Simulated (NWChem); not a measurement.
System: InNH$_{3}$Cl; SMILES [NH2][InH][Cl]

Here is an NWChem input.

```
start job
memory heap 200 mb stack 900 mb global 1100 mb
geometry units angstroms noautoz
  In    -0.361758     0.378077     0.001149
  H     -2.019182     0.734305    -0.146561
  Cl     0.326377    -1.881867    -0.008228
  N      1.240814     1.584578     0.053648
  H      2.146200     1.202353     0.305879
  H      1.171024     2.560620     0.319737
end
basis spherical
  * library def2-svp
end
ecp
  In library def2-ecp
end
dft
  xc xcamb88 1.00 lyp 0.81 vwn_5 0.19 hfexch 1.00
  cam 0.33 cam_alpha 0.19 cam_beta 0.46
  iterations 150
end
tddft
  nroots 8
  notriplet
end
task tddft energy
```

Excerpt of the output:

```
             Northwest Computational Chemistry Package (NWChem) 7.3.0
             --------------------------------------------------------

 C1  symmetry detected

                             Geometry "geometry" -> ""
                             -------------------------

 Output coordinates in angstroms (scale by  1.889725989 to convert to a.u.)

  No.       Tag          Charge          X              Y              Z
 ---- ---------------- ---------- -------------- -------------- --------------
    1 In                  49.0000    -0.31943881     0.36256272     0.00050984
    2 H                    1.0000    -1.96726538     0.78030182    -0.07651348
    3 Cl                  17.0000     0.28137256    -1.92216476    -0.00275195
    4 N                    7.0000     1.32840210     1.50690433    -0.04120872
    5 H                    1.0000     2.22945471     1.09380761     0.17534504
    6 H                    1.0000     1.30816396     2.48878816     0.21143045

 Effective nuclear repulsion energy (a.u.)     345.2868693358

                                 NWChem DFT Module
                                 -----------------

 Summary of "ao basis" -> "ao basis" (spherical)
 ------------------------------------------------------------------------------
       Tag                 Description            Shells   Functions and Types
 ---------------- ------------------------------  ------  ---------------------
 In                         def2-svp                10       26   4s4p2d
 H                          def2-svp                 3        5   2s1p
 Cl                         def2-svp                 8       18   4s3p1d
 N                          def2-svp                 6       14   3s2p1d

            General Information
            -------------------
          SCF calculation type: DFT
          Wavefunction type:  closed shell.
          No. of atoms     :     6
          No. of electrons :    48
           Alpha electrons :    24
            Beta electrons :    24
          Charge           :     0
          Spin multiplicity:     1
          Use of symmetry is: off; symmetry adaption is: off
          Maximum number of iterations: 150
          AO basis - number of functions:    73
                     number of shells:    33
          Convergence on energy requested:  1.00D-06
          Convergence on density requested:  1.00D-05
          Convergence on gradient requested:  5.00D-04

              XC Information
              --------------
                     Hartree-Fock (Exact) Exchange  1.000
                   CAM-Becke88 Exchange Functional  1.000
                      VWN V Correlation Functional  0.190 local
              Lee-Yang-Parr Correlation Functional  0.810

           Range-Separation Parameters
           ---------------------------
           Alpha           :  0.19
           Beta            :  0.46
           Gamma           :  0.33
           Short-Range HF  :     F

             Grid Information
             ----------------
          Grid used for XC integration:  medium
          Radial quadrature: Mura-Knowles
          Angular quadrature: Lebedev.
          Tag              B.-S. Rad. Rad. Pts. Rad. Cut. Ang. Pts.
          ---              ---------- --------- --------- ---------
          In                  1.55      123           9.0       590
          H                   0.35       45          11.0       434
          Cl                  1.00       88          11.0       590
          N                   0.65       49          10.0       434
          Grid pruning is: on
          Number of quadrature shells:   395
          Spatial weights used:  Erf1

      Superposition of Atomic Density Guess
      -------------------------------------

 Sum of atomic energies:        -733.11583971

      Non-variational initial energy
      ------------------------------

 Total energy =    -704.815334
 1-e energy   =   -1377.893000
 2-e energy   =     505.901182
 HOMO         =      -0.340333
 LUMO         =      -0.014533

[...]

                                NWChem TDDFT Module
                                -------------------

            General Information
            -------------------
           No. of orbitals :     146
            Alpha orbitals :      73
             Beta orbitals :      73
        Alpha frozen cores :       0
         Beta frozen cores :       0
     Alpha frozen virtuals :       0
      Beta frozen virtuals :       0
         Spin multiplicity :       1
    Number of AO functions :      73
        Use of symmetry is : off
      Symmetry adaption is : off
         Schwarz screening :  0.10D-07

              XC Information
              --------------
              Hartree-Fock (Exact) Exchange   1.00
            CAM-Becke88 Exchange Functional   1.00
               VWN V Correlation Functional   0.19 local
       Lee-Yang-Parr Correlation Functional   0.81
           Alpha           :  0.19
           Beta            :  0.46
           Gamma           :  0.33

             TDDFT Information
             -----------------
          Calculation type : TDDFT
         Wavefunction type : Restricted singlets
          No. of electrons :      48
           Alpha electrons :      24
            Beta electrons :      24
              No. of roots :       8
          Max subspacesize :    5600
            Max iterations :     100
               Target root :       1
           Target symmetry : none
      Symmetry restriction : off
                 Algorithm : Optimal
        Davidson threshold :  0.10D-03

    8 smallest eigenvalue differences (eV)
--------------------------------------------------------
  No. Spin  Occ  Vir  Irrep   E(Occ)    E(Vir)   E(Diff)
--------------------------------------------------------
    1    1   24   25 a        -0.317    -0.007     8.434
    2    1   24   26 a        -0.317     0.014     8.995
    3    1   23   25 a        -0.346    -0.007     9.237
    4    1   22   25 a        -0.358    -0.007     9.562
    5    1   23   26 a        -0.346     0.014     9.798
    6    1   24   27 a        -0.317     0.053    10.072
    7    1   22   26 a        -0.358     0.014    10.123
    8    1   21   25 a        -0.380    -0.007    10.163
--------------------------------------------------------

  Entering Davidson iterations
  Restricted singlet excited states

  Iter   NTrls   NConv    DeltaV     DeltaE      Time
  ----  ------  ------  ---------  ---------  ---------
    1      8       0     0.20E+00   0.10+100       13.9
    2     24       0     0.46E-01   0.14E-01       17.3
    3     40       0     0.12E-01   0.15E-02       16.2
    4     56       0     0.41E-02   0.11E-03       16.9
    5     72       0     0.69E-03   0.78E-05       16.6
    6     87       4     0.13E-03   0.23E-06       15.9
    7     93       8     0.76E-04   0.59E-08       11.3
  ----  ------  ------  ---------  ---------  ---------
  Convergence criterion met

  Ground state a        -706.703993140234 a.u.

  ----------------------------------------------------------------------------
  Root   1 singlet a              0.198075603 a.u.                5.3899 eV
  ----------------------------------------------------------------------------
     Transition Moments    X  0.17645   Y  0.12595   Z -0.36759
     Dipole Oscillator Strength                    0.0240487577
     Electric Quadrupole                           0.0000000805
     Magnetic Dipole                               0.0000003883
     Total Oscillator Strength                     0.0240492265

     Occ.   22  a   ---  Virt.   27  a    0.08227 X
     Occ.   23  a   ---  Virt.   26  a    0.07606 X
     Occ.   24  a   ---  Virt.   25  a   -0.14739 X
     Occ.   24  a   ---  Virt.   26  a   -0.96328 X
     Occ.   24  a   ---  Virt.   27  a   -0.16205 X
     Occ.   24  a   ---  Virt.   34  a   -0.05609 X
  ----------------------------------------------------------------------------
  Root   2 singlet a              0.206621488 a.u.                5.6225 eV
  ----------------------------------------------------------------------------
     Transition Moments    X  0.46512   Y  0.44433   Z -0.05056
     Dipole Oscillator Strength                    0.0573472705
     Electric Quadrupole                           0.0000002918
     Magnetic Dipole                               0.0000003356
     Total Oscillator Strength                     0.0573478978

     Occ.   19  a   ---  Virt.   26  a   -0.05224 X
     Occ.   20  a   ---  Virt.   26  a   -0.14283 X
     Occ.   21  a   ---  Virt.   26  a    0.08133 X
     Occ.   23  a   ---  Virt.   25  a   -0.10197 X
     Occ.   23  a   ---  Virt.   26  a    0.18221 X
     Occ.   24  a   ---  Virt.   25  a   -0.93852 X
     Occ.   24  a   ---  Virt.   26  a    0.17152 X
  ----------------------------------------------------------------------------
  Root   3 singlet a              0.220493265 a.u.                5.9999 eV
  ----------------------------------------------------------------------------
     Transition Moments    X  0.08356   Y -0.08186   Z  0.15320
     Dipole Oscillator Strength                    0.0054613725
     Electric Quadrupole                           0.0000000364
     Magnetic Dipole                               0.0000006877
     Total Oscillator Strength                     0.0054620967

[...]
```

Level: CAM-B3LYP/def2-SVP with def2 effective core potentials on In, full TDDFT. The geometry was optimised at PBE0/def2-SVP. def2 effective core potentials on In; no spin-orbit coupling.
